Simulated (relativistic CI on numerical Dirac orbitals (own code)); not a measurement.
**Forbidden transitions in Rb21+**

These numbers are calculated, not measured: Dirac-Coulomb-Breit CI, separate exchange-only KLI orbitals for each configuration, a model potential for QED, unscaled Slater integrals (own radial code, finite nucleus).

Configurations in the expansion (outside the closed core [Ne]): 3s2.3p4, 3s.3p5, 3s2.3p3.3d, 3p6, 3s.3p4.3d, 3p5.3d, 3s.3p3.3d2, 3s2.3p2.3d.4p, 3p5.4s, 3s2.3p3.4s, 3p5.4p, 3s.3p3.3d.4s, 3s2.3p3.4p, 3s2.3p3.4d, 3s.3p4.4s, 3p4.3d.4p, 3s2.3p3.4f, 3s.3p4.4p, 3s.3p4.4d, 3s.3p4.4f, 3s2.3p3.5s, 3s2.3p3.5p, 3s2.3p3.5d, 3s2.3p2.4s.4p, 3s2.3p3.5f, 3s2.3p3.5g, 3s.3p3.4s2, 3s.3p4.5s, 3s.3p4.5p, 3s2.3p2.3d2, 3s2.3p.3d3, 3s.3p2.3d3, 3s2.3p.3d2.4s, 3s2.3p.3d2.4p, 3s2.3p.3d2.4d, 3p4.3d2, 3p3.3d3, 3p3.3d2.4s, 3p3.3d2.4p, 3p3.3d2.4d, 3s2.3p2.3d.4s, 3s.3p2.3d2.4s, 3s2.3p.3d.4s2, 3s2.3p.3d.4s.4p, 3s2.3p.3d.4s.4d, 3p4.3d.4s, 3p3.3d.4s2, 3p3.3d.4s.4p, 3p3.3d.4s.4d, 3s2.3p2.4s2, 3s.3p2.3d.4s2, 3s2.3p.4s2.4p, 3s2.3p.4s2.4d, 3s2.3p2.4p2, 3s2.3p.3d.4p2, 3s.3p2.3d.4p2, 3s2.3p.4s.4p2, 3s2.3p.4p3, 3s2.3p.4p2.4d. Double excitations out of closed p, d and f shells are left out; levels of such configurations are missing from the list, as are those of other unlisted configurations, and high levels can miss mixing partners. These lack a partner that the ground configuration has and come out too high: 3s2.3p3.4f, 3s.3p4.4p, 3s.3p4.4d, 3s.3p4.4f, 3s2.3p3.5s.

```csv
λ vac (nm),Lower,Upper,Type,A (s⁻¹),gf,Branching (%)
13.170,3s2.3p4 1D_2 [4],3s2.3p3.3d 1G°_4 [24],M2,1.80e+02,4.21e-09,6.1
13.333,3s2.3p4 3P_2 [1],3s2.3p3.3d 5D°_4 [13],M2,3.32e+02,7.96e-09,82.0
13.826,3s2.3p4 1D_2 [4],3s2.3p3.3d 3G°_4 [22],M2,2.47e+02,6.36e-09,3.3
39.308,3s2.3p3.3d 5D°_4 [13],3s2.3p3.3d 3F°_4 [35],M1,7.00e+03,1.46e-06,15.0
51.989,3s2.3p3.3d 3D°_3 [16],3s2.3p3.3d 3F°_4 [35],M1,5.19e+03,1.89e-06,11.1
61.690,3s2.3p4 3P_1 [3],3s2.3p4 1S_0 [5],M1,8.30e+04,4.73e-06,99.8
64.623,3s2.3p3.3d 3G°_3 [21],3s2.3p3.3d 3F°_4 [35],M1,2.65e+03,1.49e-06,5.7
65.084,3s2.3p3.3d 5D°_3 [10],3s2.3p3.3d 1G°_4 [24],M1,7.39e+02,4.22e-07,25.0
65.815,3s2.3p3.3d 3G°_4 [22],3s2.3p3.3d 3F°_4 [35],M1,1.52e+04,8.87e-06,32.5
69.577,3s2.3p3.3d 5D°_4 [13],3s2.3p3.3d 3G°_5 [26],M1,1.69e+03,1.35e-06,70.8
72.197,3s2.3p3.3d 5D°_4 [13],3s2.3p3.3d 1G°_4 [24],M1,1.62e+03,1.14e-06,54.7
72.380,3s2.3p3.3d 5D°_3 [10],3s2.3p3.3d 3F°_4 [23],M1,1.77e+03,1.25e-06,32.1
76.115,3s2.3p3.3d 3F°_4 [23],3s2.3p3.3d 3F°_4 [35],M1,6.15e+03,4.81e-06,13.2
77.406,3s2.3p4 3P_2 [1],3s2.3p4 1D_2 [4],M1,1.22e+04,5.47e-06,98.7
81.286,3s2.3p3.3d 5D°_4 [13],3s2.3p3.3d 3F°_4 [23],M1,3.17e+03,2.82e-06,57.3
86.286,3s2.3p3.3d 1G°_4 [24],3s2.3p3.3d 3F°_4 [35],M1,2.52e+03,2.53e-06,5.4
90.353,3s2.3p3.3d 3G°_5 [26],3s2.3p3.3d 3F°_4 [35],M1,5.12e+03,5.64e-06,11.0
97.598,3s2.3p3.3d 5D°_4 [13],3s2.3p3.3d 3G°_4 [22],M1,6.43e+03,8.26e-06,84.9
110.43,3s2.3p4 3P_2 [1],3s2.3p4 3P_1 [3],M1,1.38e+04,7.59e-06,95.4
192.87,3s2.3p4 3P_2 [1],3s2.3p4 3P_0 [2],E2,1.14e+00,6.37e-10,100.0
230.77,3s2.3p3.3d 3F°_3 [31],3s2.3p3.3d 3F°_4 [35],M1,1.16e+03,8.36e-06,2.5
242.34,3s2.3p3.3d 3G°_4 [22],3s2.3p3.3d 3G°_5 [26],M1,6.45e+02,6.24e-06,27.0
247.50,3s2.3p3.3d 3D°_3 [16],3s2.3p3.3d 3G°_4 [22],M1,7.44e+02,6.15e-06,9.8
254.06,3s2.3p3.3d 3F°_3 [20],3s2.3p3.3d 3F°_4 [23],M1,2.40e+02,2.09e-06,4.3
257.40,3s2.3p3.3d 3G°_3 [21],3s2.3p3.3d 1G°_4 [24],M1,2.61e+02,2.33e-06,8.8
258.37,3s2.3p4 3P_0 [2],3s2.3p4 3P_1 [3],M1,6.62e+02,1.99e-06,4.6
428.04,3s2.3p3.3d 3G°_3 [21],3s2.3p3.3d 3F°_4 [23],M1,1.33e+02,3.30e-06,2.4
660.62,3s2.3p3.3d 5D°_3 [10],3s2.3p3.3d 5D°_4 [13],M1,6.92e+01,4.08e-06,17.1
```

Terms are leading LS components. Brackets give the number of a level in order of energy, since labels repeat. The list gives strong lines, with weight on those to low levels, among the lowest 400 of 8860 levels, so that lines to higher ones, which can be the strongest, are missing. Levels whose partners in the same complex of configurations lie outside the list can be far off, and so can their lines. Rates are taken at the computed energies, electric ones in the length gauge.

At this charge energies of transitions that change n are usually good to better than 1 %, and those within a shell (Δn = 0) to a few per cent.

LS names give the leading component of a level, which can be under half, so a name can repeat, a term be missing and a line seem to break the LS rules.
